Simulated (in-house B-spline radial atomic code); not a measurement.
A fraction x of an electron is removed from 3d in Zn V (Zn4+), starting from [Ar] 3d8 and keeping the highest spin. Method: non-relativistic TPSSh, spin-polarised, spherical fractional occupations, point nucleus. Calculated with an all-electron radial atomic-structure program (B-spline basis).

Caution: exact exchange at fractional occupations of open shells leaves self-interaction of up to several eV.

```
   x  E(x) - E(0) (eV)  3d down level (eV)
   0            0.0000             -72.489
0.01            0.7260             -72.714
0.18           13.4149             -76.576
0.31           23.5639             -79.569
0.44           34.1043             -82.596
 0.5           39.1023             -84.004
0.51           39.9435             -84.240
0.68           54.6061             -88.271
0.82           67.1988             -91.632
0.91           75.5437             -93.812
   1           84.0855             -96.008
```

The exact functional would give a straight line between the two integer points. Deviations E(x) - E(0) - x[E(1) - E(0)], in eV: -0.115 at x = 0.01, -1.72 at x = 0.18, -2.503 at x = 0.31, -2.893 at x = 0.44, -2.94 at x = 0.5, -2.94 at x = 0.51, -2.572 at x = 0.68, -1.751 at x = 0.82, -0.974 at x = 0.91.

The curve lies below the straight line by up to 2.94 eV (at x = 0.5): convex, the delocalisation error, to which spherically averaged exact exchange adds.

(1) How well does Slater's transition state (minus the level at half occupation) give the ionisation energy?

## Answers

(1) It gives 84.004 eV against 84.085 eV from the two total energies; NIST lists 82.60 eV, ground level to ground level. The end point has an open shell averaged over its orbitals, so its exact exchange keeps a self-interaction and this is no true integer point.
